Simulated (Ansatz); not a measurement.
Two isomers of CH6GeSSi: A = `[CH2]1[SiH2][S][GeH2]1`, B = `[SiH3][CH]1[S][GeH2]1`.

Calculated with Ansatz (gas phase, PBE0-D4/def2-TZVP geometries, no zero-point term in ΔE). CCSD(T)/CBS is the MP2 limit (def2-TZVPP, def2-QZVPP) plus CCSD(T) − MP2 in def2-TZVPP, frozen cores. Functionals use def2-TZVPP. B3LYP here is the variant with VWN-RPA as its local correlation; programs differ in this. For Ge outer-core shells are correlated without core-valence functions, which leaves a few kJ/mol of doubt a bond. Scalar relativity is left out up to krypton.

Question: Which isomer does CCSD(T)/CBS put lower? Give the gap. (Estimate.)

Answer: Ansatz gave: A, by 173.0 kJ/mol.

Question: Give E(B) − E(A) in kJ/mol with B2PLYP, r2SCAN-D4, MP2/def2-TZVPP, PBE0-D4, B3LYP-D4, CCSD(T)/def2-TZVPP, CCSD/def2-TZVPP. (Best estimate.)

Answer: Ansatz gave: B2PLYP 174.2, r2SCAN-D4 178.3, MP2/def2-TZVPP 176.9, PBE0-D4 182.3, B3LYP-D4 173.8, CCSD(T)/def2-TZVPP 175.1, CCSD/def2-TZVPP 178.5. None reverses the order clearly.

Largest T1 diagnostic: 0.012.

In def2-TZVPP, CCSD(T) changes the Hartree–Fock value by −13.5 kJ/mol (the triples alone add −3.4 kJ/mol) and MP2 by −11.6 kJ/mol. From PBE to PBE0 (25 % exact exchange), in def2-TZVPP and without D4, E(B) − E(A) moves by +10.3 kJ/mol.
